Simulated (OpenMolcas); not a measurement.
An OpenMolcas run meant for Ir (ANO-RCC-VDZ, DKH2; inactive shells 1s 2s 2p 3s 3p 3d 4s 4p 4d 4f 5s 5p; intended active space 9 electrons in 6 orbitals (5d 6s)). One step of its input:

```
&RASSCF
FileOrb=start.orb
Symmetry=1
Spin=4
nActEl=9 0 0
Inactive=15 19
Ras2=6 0
CIRoot=20 20 1
SDav=20
CIMx=300
Iter=77 100
PrWF=0.3
OrbListing=Nothing
MaxOrb=0
Atom
Thrs=1.0e-2 5.0e-1 5.0e-1
```

The run finished. Its levels beside those of a sound run (CASSCF), in cm⁻¹ above each run's lowest level:

```tsv
Level	This run	Usual run
5d⁷ 6s² ⁴F_9/2	0.0	0.0
5d⁸ 6s ⁴F_9/2	1469	1437
5d⁸ 6s ⁴F_7/2	5592	5558
5d⁷ 6s² ⁴F_7/2	6942	6938
5d⁸ 6s ⁴F_5/2 [54 %]	10136	10114
5d⁸ 6s ⁴F_3/2 [54 %]	11626	11600
5d⁷ 6s² ⁴F_3/2 [68 %]	12498	12494
5d⁸ 6s ²F_7/2	13988	13946
5d⁷ 6s² ²P_1/2	15321	15315
5d⁷ 6s² ²G_9/2 [69 %]	15329	15336
5d⁷ 6s² ⁴P_5/2	16396	16391
5d⁷ 6s² ²G_7/2	19476	19472
5d⁸ 6s ⁴P_1/2	21875	21841
5d⁷ 6s² ²H_11/2	22036	22051
```

**Question.** Which setting is unsound, and how much does it matter here?

**Answer.** The convergence thresholds are far too loose, so the orbitals stop early. Against the sound run the excited levels shown move by 18 cm-1 on average and by 42 cm-1 at most.

Without dynamic correlation excited terms often stand tens of per cent too high (terms of higher spin than the ground term too low), and those without a measured partner can miss by more than the paired ones. Some levels mix across a computed gap that differs much from the measured one, so their mixing is not that of the real levels. Configurations are named by rounded mean occupations; where the s occupation lies near a half they are strongly mixed, a name can repeat and a true partner stay unpaired. A single d shell beside an s shell can misplace configurations of different d count against each other. The lowest spin-free term belongs to 5d⁸ 6s, not to the configuration of the lowest level. Only configurations of the active space appear.

A share in square brackets marks a mixed level and gives the weight of the term that names it, the lowest over the columns.
